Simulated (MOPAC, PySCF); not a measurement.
Potential energy curve for Al₂, triplet.

- UMP2 = MP2 on UHF/cc-pVTZ, 10 core orbitals frozen (PySCF)
- PM7, unrestricted, heats of formation (MOPAC)
- UCCSD(T) = PySCF with CCSD(T) on UHF/cc-pVTZ, 10 core orbitals frozen

Energies relative to the lowest point of each curve near equilibrium, in kJ/mol:

```tsv
R / Å	UMP2	PM7
2.46	23.6	315.9
2.59	4.0	86.7
2.62	2.3	289.3
2.73	0.0	279.8
3.14	23.1	0.0
3.69	83.2	150.0
4.13	104.8	186.4
4.49	113.8	217.9
4.91	119.8	248.1
5.48	124.0	276.3
6.00	125.9	293.2
7.36	127.6	319.5
```

What does UCCSD(T) give at the same points?

2.46: 7.4; 2.59: 4.2; 2.62: 2.5; 2.73: 0.0; 3.14: 21.4; 3.69: 74.2; 4.13: 104.0; 4.49: 116.0; 4.91: 123.0; 5.48: 127.4; 6.00: 129.3; 7.36: 131.1 (kJ/mol).

The scan ran from 2.16 to 8.29 Å; beyond the distances shown one of the unrestricted levels run for this scan, shown here or not, changes its spin distribution in one step. The unrestricted determinant behind UMP2, UCCSD(T) is spin-contaminated at 2.46 Å (<S²> up to 2.1, against 2.00 for a pure triplet).
